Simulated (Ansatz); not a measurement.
`F[Si](F)(F)Br` + HCl → `F[Si](F)(Cl)Br` + H–F  (ligand exchange at the Si–F bond)

Isolated molecules relaxed with PBE0-D4/def2-TZVP in Ansatz; ΔE leaves out vibrations. CCSD(T)/CBS is the MP2 limit (def2-TZVPP, def2-QZVPP) plus CCSD(T) − MP2 in def2-TZVPP, frozen cores. This one scheme is used for every species. Functionals use def2-TZVPP. For Br outer-core shells are correlated without core-valence functions, which leaves a few kJ/mol of doubt a bond. Scalar relativity is left out up to krypton.

Problem. Is it downhill or uphill in electronic energy at CCSD(T)/CBS, and by how much? (Estimate.)

Solution. Ansatz gave: Uphill: ΔE = +50.9 kJ/mol.

Problem. What do these levels give: r2SCAN-D4, r2SCAN0-D4, CAM-B3LYP-D4, B2PLYP, MP2/def2-SVP, HF/def2-QZVPP? (An estimate is asked.)

Solution. Computed: r2SCAN-D4 53.2, r2SCAN0-D4 52.5, CAM-B3LYP-D4 58.6, B2PLYP 57.1, MP2/def2-SVP 49.6, HF/def2-QZVPP 71.4 kJ/mol.

Largest T1 diagnostic among the species: 0.010.

Leaving LDA and LC-ωPBE aside and taking each functional with its dispersion term where it has one, the values, not all of them listed here, spread over 19.9 kJ/mol, from revPBE-D4 to CAM-B3LYP-D4. In def2-TZVPP, CCSD(T) changes the Hartree–Fock value by −13.2 kJ/mol (the triples alone add −3.0 kJ/mol) and MP2 by −19.5 kJ/mol. The D4 term adds −6.7 kJ/mol with B3LYP and −3.5 kJ/mol with PBE0; it sums over pairs of atoms, weighted by their polarisabilities, and B3LYP, whose exchange is more repulsive, gets the larger term.

B3LYP here is the variant with VWN-RPA as its local correlation; programs differ in this.
